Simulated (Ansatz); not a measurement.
CH3NZn. Total charge 0; spin multiplicity 1. The bonds changed during the relaxation, so this is another structure than the one it started from. Geometry: relaxed with PBE0-D4/def2-TZVP.

```xyz
6

C    -0.151   -0.433   -0.572
N    -0.150    0.690   -0.001
Zn    1.131    0.241    2.787
H    -0.533   -0.620   -1.582
H     0.255   -1.294   -0.036
H    -0.552    1.416   -0.595
```

What is the dipole moment at r2SCAN/def2-TZVPP? (Estimate.)

The calculation gave: 3.08 D, with components (-1.13, -0.35, -2.85) D in this frame, pointing from negative to positive charge.

And with PBE, B3LYP, ωB97M-V? (An estimate is asked.)

Computed: PBE 2.92 D, B3LYP 3.01 D, ωB97M-V 3.05 D.

Give the Mulliken charges with r2SCAN, ωB97M-V, B3LYP in def2-TZVPP. (Estimate.)

Ansatz gave: 
| atom | r2SCAN | ωB97M-V | B3LYP |
| --- | --- | --- | --- |
| C1 | 0.05 | -0.04 | -0.07 |
| N2 | -0.30 | -0.26 | -0.24 |
| Zn3 | -0.04 | -0.03 | -0.03 |
| H4 | 0.07 | 0.10 | 0.10 |
| H5 | 0.07 | 0.10 | 0.10 |
| H6 | 0.16 | 0.12 | 0.15 |

B3LYP here is the variant with VWN-RPA as its local correlation; programs differ in this.
